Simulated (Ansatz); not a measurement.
CH4Si (SMILES C[SiH]) moved off its minimum; all values from Ansatz (a program for electronic structure), cores frozen in correlated methods.
(charge 0, multiplicity 1)
```xyz
6

Si    -0.4482    -0.3585     0.5328
H     -1.4502    -0.7275    -0.6191
C      0.7418     0.5040    -0.6844
H      1.6009     0.9767    -0.1467
H      0.2370     1.3434    -1.1641
H      1.0988    -0.1323    -1.4504
```

Forces at r2SCAN/def2-TZVPP (eV/Å):

```tsv
atom	Fx	Fy	Fz
Si1	-0.263	0.000	-0.754
H2	0.261	0.028	0.461
C3	0.342	1.281	1.869
H4	-0.427	-0.544	-0.412
H5	-0.312	0.011	-0.223
H6	0.399	-0.776	-0.940
```

Give the forces (eV/Å), the total energy and the dipole at CCSD(T)/aug-cc-pV(T+d)Z.


```csv
atom,Fx,Fy,Fz
Si1,-0.415,-0.090,-0.763
H2,0.284,0.031,0.549
C3,0.456,1.380,1.736
H4,-0.394,-0.533,-0.380
H5,-0.351,0.044,-0.208
H6,0.418,-0.832,-0.934
```
Energy -329.4297 hartree, dipole 0.88 D.

Doubts at one or more of the structures used: a restricted determinant that unrestricted orbitals would lower (CCSD(T)/aug-cc-pV(T+d)Z).
